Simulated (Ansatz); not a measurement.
`NB1N=CS1` and `FB1N=CS1` differ in one atom or group.

Ansatz, PBE0-D4/def2-TZVP geometries, multiplicity 1. Each molecule was computed in one conformer, which needn't be the lowest.

| property | `NB1N=CS1` |
| --- | --- |
| HOMO–LUMO gap (PBE/def2-TZVPP) / eV | 3.51 |
| LUMO energy (B3LYP/def2-TZVPP) / eV | -1.44 |
| size of the dipole moment (ωB97M-V/def2-TZVPP) / D | 1.94 |
| LUMO energy (ωB97M-V/def2-TZVPP) / eV | 0.97 |
| size of the dipole moment (PBE/def2-TZVPP) / D | 2.14 |
| LUMO energy (PBE0/def2-TZVPP) / eV | -1.23 |

Problem. Give the same properties after the change, and the shifts. (Estimate.)

Solution. Computed: 
```json
{"property": "HOMO–LUMO gap (PBE/def2-TZVPP) / eV", "`FB1N=CS1`": "3.18", "shift": "-0.33"}
{"property": "LUMO energy (B3LYP/def2-TZVPP) / eV", "`FB1N=CS1`": "-2.43", "shift": "-0.99"}
{"property": "size of the dipole moment (ωB97M-V/def2-TZVPP) / D", "`FB1N=CS1`": "1.63", "shift": "-0.31"}
{"property": "LUMO energy (ωB97M-V/def2-TZVPP) / eV", "`FB1N=CS1`": "0.05", "shift": "-0.92"}
{"property": "size of the dipole moment (PBE/def2-TZVPP) / D", "`FB1N=CS1`": "1.46", "shift": "-0.68"}
{"property": "LUMO energy (PBE0/def2-TZVPP) / eV", "`FB1N=CS1`": "-2.21", "shift": "-0.98"}
```

With PBE0 the HOMO falls by 0.70 eV and the LUMO falls by 0.98 eV, so the gap narrows by about 0.28 eV. PBE moves the HOMO by -0.69 eV and ωB97M-V by -0.69 eV. The zero-point energy changes by -65.3 kJ/mol with -6 modes. Dipoles are sizes alone; their direction can turn.

B3LYP here is the variant with VWN-RPA as its local correlation; programs differ in this.
